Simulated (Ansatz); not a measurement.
`[OH][Ga]([F])[Cl]` + `[SiH3]`• → `[O][Ga]([F])[Cl]`• + SiH₄ at 700 K and 1 bar (hydrogen abstraction from the O–H bond).

Computed with Ansatz on PBE0-D4/def2-TZVP structures; ΔE is electronic, products minus reactants. CBS: MP2 limit from def2 TZ/QZ plus the TZ coupled-cluster correction, frozen cores. This one scheme is used for every species. Open shells (•) are unrestricted, without spin–orbit coupling. For Ga outer-core shells are correlated without core-valence functions, which leaves a few kJ/mol of doubt a bond. Scalar relativity is left out up to krypton. Each species was taken in one conformer, which may not be the lowest.

```tsv
species	CCSD(T)/CBS energy (Eh)	H − E (kJ/mol)	S (J/(mol·K))
`[OH][Ga]([F])[Cl]`	-2559.41427	97.5	398.6
`[SiH3]`•	-290.80808	86.0	258.6
`[O][Ga]([F])[Cl]`•	-2558.70919	60.7	389.8
SiH₄	-291.46306	115.5	252.9
```

H − E and S are ideal-gas, rigid-rotor, harmonic terms from PBE0-D4/def2-TZVP, for one conformer and one mirror image of each species, with the whole ground term of open shells counted as degenerate. 1 Eh = 2625.50 kJ/mol, R = 8.31446 J/(mol·K).

Task: By hand: ΔE, ΔH, ΔS and ΔG.

Result: ΔE = (-2558.70919) + (-291.46306) − (-2559.41427) − (-290.80808) = 0.05010 Eh = 131.5 kJ/mol. Δ(H − E) = 60.7 + 115.5 − 97.5 − 86.0 = -7.3, so ΔH = 124.2 kJ/mol. ΔS = 389.8 + 252.9 − 398.6 − 258.6 = -14.5 J/(mol·K). ΔG = 124.2 − 700 × (-14.5)/1000 = 134.3 kJ/mol.

Task: By hand: the equilibrium constant, and the temperature at which ΔG would vanish if ΔH and ΔS stayed fixed.

Result: log₁₀ K = −ΔG/(RT ln 10) = -10.0. ΔH and −TΔS have one sign here, so there is no such temperature.

The number of gas molecules stays the same, so ΔS is small and ΔH decides. A doubt of 5 kJ/mol in ΔE shifts log₁₀ K by 0.4 here. Other conformers and mirror images would add mixing entropy, several J/(mol·K) or more a flexible species. These are equilibria of isolated gas molecules and say nothing of rates. Largest T1 diagnostic: 0.015 (customary marks: 0.02 for closed shells, 0.045 for open ones).
